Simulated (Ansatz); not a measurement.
Reaction (hydrogenolysis of a B–F bond): `FB(F)B(F)F` + H₂ → `FBB(F)F` + H–F

Gas-phase electronic energies from Ansatz, PBE0-D4/def2-TZVP geometries. CCSD(T)/CBS is the MP2 limit (def2-TZVPP, def2-QZVPP) plus CCSD(T) − MP2 in def2-TZVPP, frozen cores. This one scheme is used for every species. DFT in def2-TZVPP. One conformer a species, not always the lowest.

Task: Is it downhill or uphill in electronic energy at CCSD(T)/CBS, and by how much? (An estimate is asked.)

Result: Ansatz gave: Uphill: ΔE = +140.7 kJ/mol.

Task: What do these levels give: BLYP-D4, r2SCANh-D4, r2SCAN0-D4, r2SCAN, RPA@PBE/def2-TZVPP, CCSD/def2-SVP? (An estimate is asked.)

Result: Ansatz gave: BLYP-D4 149.9, r2SCANh-D4 153.8, r2SCAN0-D4 150.9, r2SCAN 155.6, RPA@PBE/def2-TZVPP 142.4, CCSD/def2-SVP 157.7 kJ/mol.

Largest T1 diagnostic among the species: 0.014.

Leaving LDA and LC-ωPBE aside and taking each functional with its dispersion term where it has one, the values, not all of them listed here, spread over 13.5 kJ/mol, from HSE06-D4 to r2SCAN-D4. LDA lies +10.1 kJ/mol from PBE without D4. In def2-TZVPP, CCSD(T) changes the Hartree–Fock value by +4.8 kJ/mol (the triples alone add +2.7 kJ/mol) and MP2 by +6.3 kJ/mol. From PBE to PBE0 (25 % exact exchange), in def2-TZVPP and without D4, ΔE moves by −3.1 kJ/mol.
